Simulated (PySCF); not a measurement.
H3S, charge +1.

```xyz
4

S      0.0000     0.0000     0.1143
H      0.9950    -0.5745    -0.6098
H     -0.9950    -0.5745    -0.6098
H      0.0000     1.1489    -0.6098
```
Charge +1, spin multiplicity 1.

Geometry: B3LYP-D3(BJ)/def2-TZVPD. The isomer is the one that the SMILES or the coordinates give; other isomers of the formula were not compared.

Level of theory: PBE/pcSseg-2 in PySCF. Non-relativistic, no solvent.

Computed absolute GIAO shielding of each atom: isotropic value and principal components (ppm):
```tsv
atom	σ(iso)	σ11	σ22	σ33	span
S1	615.2	547.1	649.2	649.2	102.1
H2	25.7	20.5	20.9	35.8	15.3
H3	25.7	20.5	20.9	35.8	15.3
H4	25.7	20.5	20.9	35.8	15.3
```
